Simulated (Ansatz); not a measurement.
Gas-phase electronic energies from Ansatz, PBE0-D4/def2-TZVP geometries. CCSD(T)/CBS is the MP2 limit (def2-TZVPP, def2-QZVPP) plus CCSD(T) − MP2 in def2-TZVPP, frozen cores. For As, Se outer-core shells are correlated without core-valence functions, which leaves a few kJ/mol of doubt a bond. Scalar relativity is left out up to krypton. Each species was taken in one conformer, which may not be the lowest.

Consider the ligand exchange at the Si–Se bond: `NB[Se][SiH3]` + `[AsH3]` → `[SiH3][AsH2]` + `NB[SeH]`.

```json
{"species": "`NB[Se][SiH3]`", "HF/def2-TZVPP energy (Eh)": "-2771.53703"}
{"species": "`[AsH3]`", "HF/def2-TZVPP energy (Eh)": "-2235.93113"}
{"species": "`[SiH3][AsH2]`", "HF/def2-TZVPP energy (Eh)": "-2526.05003"}
{"species": "`NB[SeH]`", "HF/def2-TZVPP energy (Eh)": "-2481.40758"}
```

Task: Work out ΔE.

Result: ΔE = (-2526.05003) + (-2481.40758) − (-2771.53703) − (-2235.93113) = 0.01055 Eh = +27.7 kJ/mol. CCSD(T)/CBS gives +29.8 kJ/mol.

Largest T1 diagnostic among the species: 0.011.

The D4 term adds +4.8 kJ/mol with B3LYP and +2.7 kJ/mol with PBE0; it sums over pairs of atoms, weighted by their polarisabilities, and B3LYP, whose exchange is more repulsive, gets the larger term.

B3LYP here is the variant with VWN-RPA as its local correlation; programs differ in this.
